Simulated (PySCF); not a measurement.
Shapes and spin states of KO2

Method: PBE0 in PySCF with K def2-TZVP, O def2-TZVP; no relativity; density-fitted integrals.

Relaxations began from a few typed shapes and spin states; open shells are unrestricted. The search is not exhaustive: other isomers or separated fragments can lie lower, and high-lying points may rest on an excited occupation.

(1) Order these stationary points by electronic energy, lowest first, in kJ/mol from the lowest minimum.
A. doublet C2v: K–O 2.420 Å (×2), O–O 1.323 Å; K–O–O 74.1° (×2), O–K–O 31.7°
B. quartet Cs: O–O 1.193 Å; 

(2) Which of them are minima?

Answers

(1) A (0.0), B (140.4).

(2) By energy in kJ/mol, 0.0: minimum; 140.4: not settled, its softest mode being under 30 cm⁻¹.
